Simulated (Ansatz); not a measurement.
`FB(Cl)Br` + NH₃ → `NB(F)Cl` + HBr at 400 K and 1 bar (ligand exchange at a B–Br bond).

Program: Ansatz. Geometries: PBE0-D4/def2-TZVP. ΔE: electronic, gas phase. CCSD(T)/CBS is the MP2 limit (def2-TZVPP, def2-QZVPP) plus CCSD(T) − MP2 in def2-TZVPP, frozen cores. This one scheme is used for every species. For Br outer-core shells are correlated without core-valence functions, which leaves a few kJ/mol of doubt a bond. Scalar relativity is left out up to krypton. Each species was taken in one conformer, which may not be the lowest.

```tsv
species	CCSD(T)/CBS energy (Eh)	H − E (kJ/mol)	S (J/(mol·K))
`FB(Cl)Br`	-3157.81685	43.1	323.4
NH₃	-56.50880	104.2	203.1
`NB(F)Cl`	-640.42619	114.7	310.5
HBr	-2573.91920	27.6	207.2
```

H − E and S are ideal-gas, rigid-rotor, harmonic terms from PBE0-D4/def2-TZVP, for one conformer and one mirror image of each species. 1 Eh = 2625.50 kJ/mol, R = 8.31446 J/(mol·K).

**Question.** By hand: ΔE, ΔH, ΔS and ΔG.

**Answer.** ΔE = (-640.42619) + (-2573.91920) − (-3157.81685) − (-56.50880) = -0.01974 Eh = -51.8 kJ/mol. Δ(H − E) = 114.7 + 27.6 − 43.1 − 104.2 = -5.0, so ΔH = -56.8 kJ/mol. ΔS = 310.5 + 207.2 − 323.4 − 203.1 = -8.8 J/(mol·K). ΔG = -56.8 − 400 × (-8.8)/1000 = -53.3 kJ/mol.

**Question.** By hand: the equilibrium constant, and the temperature at which ΔG would vanish if ΔH and ΔS stayed fixed.

**Answer.** log₁₀ K = −ΔG/(RT ln 10) = 7.0. ΔG = 0 at ΔH/ΔS = 6455 K, far beyond where these terms or the molecules hold.

The number of gas molecules stays the same, so ΔS is small and ΔH decides. A doubt of 5 kJ/mol in ΔE shifts log₁₀ K by 0.7 here. Other conformers and mirror images would add mixing entropy, several J/(mol·K) or more a flexible species. These are equilibria of isolated gas molecules and say nothing of rates. Largest T1 diagnostic: 0.011 (customary marks: 0.02 for closed shells, 0.045 for open ones).
